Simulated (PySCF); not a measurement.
C3H7FOSi, SMILES C[SiH2]O/C=C\F. Heavy atoms are numbered as in [CH3:1][SiH2:2][O:3]/[CH:4]=[CH:5]\[F:6]. Hydrogens are named by the atom that carries them.

Coordinates come from a B3LYP-D3(BJ)/def2-SVP optimisation. The structure was generated by enumeration; whether it is a known compound was not checked. The values are those of a single conformer.

Method: PySCF with CAM-B3LYP/def2-TZVP.

Atomic charges (e), one atom of each kind:

| atom | Mulliken | Löwdin | IAO |
|---|---|---|---|
| C1 (CH3) | -0.47 | [?] | -0.73 |
| Si2 (SiH2) | 0.44 | 0.22 | 1.06 |
| O3 | -0.32 | [?] | -0.60 |
| C4 (CH) | 0.00 | [?] | 0.01 |
| C5 (CH) | 0.04 | [?] | 0.09 |
| F6 | -0.20 | 0.16 | -0.28 |
| H on C1 | 0.14 | 0.13 | 0.16 |
| H on Si2 | -0.06 | [?] | -0.17 |
| H on C4 | 0.11 | 0.14 | 0.14 |
| H on C5 | 0.12 | 0.13 | 0.15 |

Problem. What belongs in the gaps? (An estimate is asked for; the answer gives what the named calculation found.)

Solution. 
- C1 (CH3), Löwdin: -0.46
- O3, Löwdin: 0.13
- C4 (CH), Löwdin: -0.32
- C5 (CH), Löwdin: -0.32
- H on Si2, Löwdin: -0.04

Computed Mayer and Wiberg (Löwdin basis) orders of the bonds:
| bond | Mayer | Wiberg |
|---|---|---|
| C1–Si2 | 1.01 | 1.25 |
| Si2–O3 | 1.05 | 1.43 |
| O3–C4 | 1.04 | 1.62 |
| C4–C5 | 1.82 | 2.10 |
| C5–F6 | 1.05 | 1.76 |
